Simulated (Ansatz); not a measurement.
Mulliken charges of CH₃AlZn (`[CH2]1[AlH][Zn]1`) from r2SCAN/def2-TZVPP in Ansatz (PBE0-D4/def2-TZVP geometry).

```tsv
atom	x (Å)	y (Å)	z (Å)	charge (e)
C1	-0.510	-0.421	-0.427	-0.382
Al2	0.348	0.670	0.855	0.318
Zn3	1.373	0.374	-1.357	0.042
H4	-1.140	-1.277	-0.160	0.040
H5	-0.957	0.107	-1.281	0.127
H6	0.928	0.484	2.324	-0.145
```

Question: By hand: the dipole of these point charges (1 e Å = 4.8032 D).

Answer: Σ q r = (0.061, 0.282, -0.128) e Å, of length 0.316 e Å = 1.52 D.

Question: How does the dipole of the full density compare? (Best estimate.)

Answer: Computed: (-0.036, -0.038, -0.114) e Å, 0.60 D; the point charges give 2.53 times that, at 88° from its direction.

Point charges leave out the atoms' own dipoles, such as those of lone pairs, and Mulliken's split depends on the basis, so the two needn't agree.
